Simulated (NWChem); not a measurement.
# Atomisation of C2HF4

SMILES: F[CH]C(F)(F)F
```xyz
7

F      1.7937    -0.8975    -0.1438
C      1.1043     0.2282    -0.3089
C     -0.3515     0.1742     0.0157
F     -0.5873     0.0306     1.3496
F     -0.9621    -0.8600    -0.6019
F     -0.9322     1.3287    -0.3785
H      1.6751     1.1696    -0.2697
```
Charge 0, spin multiplicity 2.

Program: NWChem. Structure: optimised with UPBE/def2-SVP, a minimum by its harmonic frequencies.

Basis set: def2-TZVP. The atomisation energy is electronic alone: no zero-point, thermal, spin-orbit or counterpoise terms. No value is extrapolated to the basis-set limit. Free atoms are single determinants with multiplicities F 2, C 3, H 2. Correlated methods freeze the same cores in atoms and molecule, 6 orbitals in all.

Costs are rough ratios of processor time within this set of runs, SCF included, with B3LYP as 1. Costs are the molecule's.

B3LYP has NWChem's definition, with VWN1-RPA local correlation. GW and range-separated runs recompute their integrals, the others keep them in memory, which bears on the times. The structure started from a generated list of species. No SCF solution was tested for a lower state. Open-shell Hartree-Fock references start from PBE0 orbitals; any time given for them includes that run.

| method | atomisation energy (kcal/mol) | relative cost |
|---|---|---|
| B3LYP | 644.9 | 1 |
| LDA (SVWN5) | … | under 3 |
| PBE0 | … | under 3 |
| PBE | 689.3 | under 3 |
| r2SCAN | 662.3 | under 3 |
| HF | 438.3 | 4 |
| MP2 | … | 7 |
| LC-wPBE (omega 0.3 per bohr) | 677.2 | 10 |
| CAM-B3LYP | … | 10 |

Some entries are withheld; supply them.


- LDA (SVWN5), atomisation energy (kcal/mol): 805.8
- PBE0, atomisation energy (kcal/mol): 657.9
- MP2, atomisation energy (kcal/mol): 660.7
- CAM-B3LYP, atomisation energy (kcal/mol): 657.0
